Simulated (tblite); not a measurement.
Input of a run (GFN2-xTB geometry optimisation, gas phase (tblite 0.8.0)), started from a force field or distance geometry:
```
{"job": {"kind": "relax", "xc": "GFN2-xTB", "basis": "xTB"}, "charge": 0, "multiplicity": 2}
C     -1.144600     1.337400     3.436500
C     -0.859400     0.437100     2.677100
Si    -0.378100    -0.922300     1.543200
C      0.940700    -0.348900     0.397700
C      1.820800     0.022000    -0.333700
C      2.889700     0.489400    -1.224100
S     -2.089000    -1.577500     0.436400
Si    -2.620200    -0.069800    -1.009900
H      0.140200    -2.028200     2.360000
H      2.813100    -0.014500    -2.192500
H      3.881000     0.236300    -0.771300
H      2.873500     1.607900    -1.309200
H     -1.707100     1.060800    -0.839700
H     -4.024800     0.378000    -0.832500
H     -2.540100    -0.599700    -2.359900
```

Output (eV, eV/Å):
```
step      E/eV     max force
  0    -565.43818    1.593
  1    -565.46236    2.899
  2    -565.53447    0.468
  3    -565.54731    0.253
  4    -565.55735    0.225
  5    -565.56321    0.493
  6    -565.56932    0.599
  7    -565.57618    0.240
  8    -565.58281    0.171
  9    -565.58610    0.176
 10    -565.59068    0.188
 11    -565.59414    0.148
 12    -565.59658    0.142
 13    -565.59801    0.105
 14    -565.59926    0.093
 15    -565.60031    0.087
 16    -565.60104    0.081
 17    -565.60144    0.049
 18    -565.60169    0.043
 19    -565.60190    0.051
 20    -565.60212    0.047
 21    -565.60233    0.048
 22    -565.60252    0.038
 23    -565.60275    0.041
 24    -565.60307    0.065
 25    -565.60354    0.076
 26    -565.60411    0.071
 27    -565.60464    0.057
 28    -565.60502    0.049
 29    -565.60527    0.045
 30    -565.60550    0.039
 31    -565.60576    0.043
 32    -565.60608    0.056
 33    -565.60649    0.055
 34    -565.60699    0.058
 35    -565.60749    0.060
 36    -565.60788    0.048
 37    -565.60814    0.047
 38    -565.60838    0.049
 39    -565.60865    0.055
 40    -565.60898    0.054
 41    -565.60934    0.047
 42    -565.60970    0.047
 43    -565.61000    0.050
 44    -565.61023    0.060
 45    -565.61038    0.044
 46    -565.61048    0.036
 47    -565.61058    0.030
 48    -565.61070    0.031
 49    -565.61089    0.042
 50    -565.61103    0.038
 51    -565.61112    0.021
 52    -565.61116    0.019
 53    -565.61120    0.016
 54    -565.61124    0.022
 55    -565.61128    0.024
 56    -565.61132    0.021
 57    -565.61134    0.016
 58    -565.61136    0.011
 59    -565.61137    0.013
 60    -565.61139    0.021
 61    -565.61141    0.024
 62    -565.61143    0.019
 63    -565.61145    0.011
 64    -565.61146    0.011
 65    -565.61147    0.019
 66    -565.61149    0.025
 67    -565.61153    0.028
 68    -565.61157    0.025
 69    -565.61161    0.015
 70    -565.61162    0.012
 71    -565.61163    0.012
 72    -565.61165    0.017
 73    -565.61168    0.025
 74    -565.61171    0.026
 75    -565.61174    0.014
 76    -565.61175    0.006
```

Problem. Summarise the run.

Solution. The energy falls by 4.0 kcal/mol over 76 L-BFGS steps, the largest force on an atom goes from 1.59 to 0.006 eV/Å, and the atoms move by 0.153 Å rms after alignment. The bond that changes most is Si3–S7 (ends: silicon bonded to 2 C, S and H; sulfur bonded to 2 Si), which lengthens by 0.043 Å. Bonds longer at the end by more than 0.005 Å: 2 of 14; shorter: 8. Among the angles that change most is C2–Si3–H9, from 107.9° to 114.6°. The energy never rose by more than 1e-5 eV on the way. The first step brought 14 % of the lowering.

Problem. What are the final bond lengths?

Solution. C1≡C2 1.203 Å, C2–Si3 1.861 Å, Si3–C4 1.839 Å, C4≡C5 1.206 Å, C5–C6 1.442 Å, Si3–S7 2.183 Å, S7–Si8 2.147 Å, Si3–H9 1.455 Å, C6–H10 1.090 Å, C6–H11 1.090 Å, C6–H12 1.090 Å, Si8–H13 1.454 Å, Si8–H14 1.454 Å, Si8–H15 1.456 Å. Numbering counts from 1 in the input's order; the species is `[C]#C[Si@H](C#CC)S[SiH3]` [radical].

Time: 1.4 s. Hardware: an AMD EPYC with one thread, shared host with 64 logical CPUs at a one-minute load of 58.

GFN2-xTB frequencies show an imaginary mode (73i cm⁻¹), so the point is no minimum at that level.

Conformer computed: `[C:1]#[C:2][Si@H:3]([C:4]#[C:5][CH3:6])[S:7][SiH3:8]`: C2–Si3–S7–Si8 63°.

One conformer stands for the species.
